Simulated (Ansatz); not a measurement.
Mulliken charges of GeH₆SSi (`S[SiH2][GeH3]`) from PBE/def2-TZVPP in Ansatz (PBE0-D4/def2-TZVP geometry).

```csv
atom,x (Å),y (Å),z (Å),charge (e)
S1,-2.001,1.296,-0.496,-0.244
Si2,0.103,1.063,-0.158,0.183
Ge3,0.614,-1.161,0.509,0.038
H4,-2.085,0.290,-1.382,0.119
H5,0.891,1.434,-1.365,-0.043
H6,0.409,2.031,0.926,-0.039
H7,2.131,-1.366,0.667,-0.006
H8,0.102,-2.143,-0.560,-0.008
H9,-0.076,-1.490,1.842,0.000
```

Question: By hand: the dipole of these point charges (1 e Å = 4.8032 D).

Answer: Σ q r = (0.214, -0.247, -0.030) e Å, of length 0.328 e Å = 1.58 D.

Question: How does the dipole of the full density compare? (Estimate.)

Answer: The calculation gave: (0.110, -0.117, -0.074) e Å, 0.85 D; the point charges give 1.86 times that, at 20° from its direction.

Point charges leave out the atoms' own dipoles, such as those of lone pairs, and Mulliken's split depends on the basis, so the two needn't agree.
